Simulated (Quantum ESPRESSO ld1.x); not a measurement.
The numbers below are computed, except where a source is named.
Mn, 25 electrons, occupied as [Ar] 3d5.5 4s1.5 (fractional occupations, a model configuration).

Level of theory: scalar-relativistic Kohn-Sham, relativistic LDA (MacDonald-Vosko exchange, VWN5 correlation), spin-unpolarised, spherical densities, point nucleus (ld1.x of Quantum ESPRESSO 7.5).

Energy parts (eV):
| part | energy |
|---|---|
| total | -31437.14 |
| kinetic | 31721.21 |
| electron-nucleus | -75137.71 |
| Hartree | 13310.66 |
| exchange-correlation | -1331.30 |

Orbitals (lengths in bohr, moments of r in powers of bohr):
| orbital | occ. | eigenvalue (eV) | <r^2> | <r^4> | <r> | <1/r> |
|---|---|---|---|---|---|---|
| 1s | 2 | -6396.00 | 0.005020 | 0.00006478 | 0.06110 | 24.84 |
| 2s | 2 | -738.190 | 0.09288 | 0.01508 | 0.2804 | 5.287 |
| 2p | 6 | -626.520 | 0.07541 | 0.01160 | 0.2476 | 5.194 |
| 3s | 2 | -82.9149 | 0.8481 | 1.177 | 0.8564 | 1.655 |
| 3p | 6 | -52.1920 | 0.9802 | 1.715 | 0.9103 | 1.516 |
| 3d | 5.5 | -5.1448 | 2.323 | 17.71 | 1.293 | 1.091 |
| 4s | 1.5 | -4.7632 | 11.76 | 240.8 | 3.177 | 0.4103 |

The highest occupied level is 4s at -4.763 eV. The density falls to 0.001 e/bohr^3 at r = 4.47 bohr. Summed over all electrons, <r^2> = 38.64 bohr^2, which gives a Langevin (diamagnetic) susceptibility term of -30.6 x 10^-6 cm^3/mol.
